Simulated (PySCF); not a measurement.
C2H2BF3, SMILES F/C=C\B(F)F. Atoms are numbered in the order given.

```xyz
8

F      0.6185    -1.9631     0.0000
C     -0.6350    -1.5538     0.0000
C     -0.9894    -0.2654     0.0000
B     -0.0045     0.9232     0.0000
F      1.3061     0.7727     0.0000
F     -0.4612     2.1649     0.0000
H     -1.3359    -2.3969     0.0000
H     -2.0656    -0.0743     0.0000
```
Charge 0, spin multiplicity 1.

Geometry: PBE0-D3(BJ)/def2-SVP. The structure was generated by enumeration; whether it is a known compound was not checked. One conformer was computed; it need not be the lowest.

These are PBE0-D3(BJ)/def2-SVP in PySCF 2.14.0 values and carry that method's errors.

Harmonic, unscaled wavenumbers; measured fundamentals usually lie a few per cent lower.

| mode | ν (cm⁻¹) | IR (km/mol) | moving atoms (share of kinetic energy) |
|---|---|---|---|
| 1 | 63 | 1.4 | F 75 %, C 18 % |
| 2 | 143 | 0.3 | F 88 % |
| 3 | 305 | 3.5 | C 49 %, H 27 %, F 13 %, B 11 % |
| 4 | 326 | 0.8 | F 81 %, B 12 % |
| 5 | 468 | 20.5 | F 63 %, C 29 % |
| 6 | 694 | 52.0 | B 67 %, C 16 %, H 9 %, F 9 % |
| 7 | 707 | 0.8 | F 47 %, C 43 % |
| 8 | 826 | 52.3 | H 71 %, C 20 % |
| 9 | 836 | 5.1 | C 54 %, F 37 %, H 9 % |
| 10 | 999 | 0.0 | H 72 %, C 28 % |
| 11 | 1061 | 34.1 | H 59 %, F 22 %, C 18 % |
| 12 | 1252 | 188.0 | H 31 %, C 25 %, B 22 %, F 22 % |
| 13 | 1320 | 128.9 | H 58 %, B 24 %, F 14 % |
| 14 | 1444 | 216.1 | B 67 %, F 21 %, H 8 % |
| 15 | 1463 | 263.3 | C 33 %, B 32 %, H 26 %, F 8 % |
| 16 | 1739 | 325.6 | C 92 % |
| 17 | 3200 | 8.5 | H 92 %, C 8 % |
| 18 | 3229 | 0.7 | H 91 %, C 9 % |
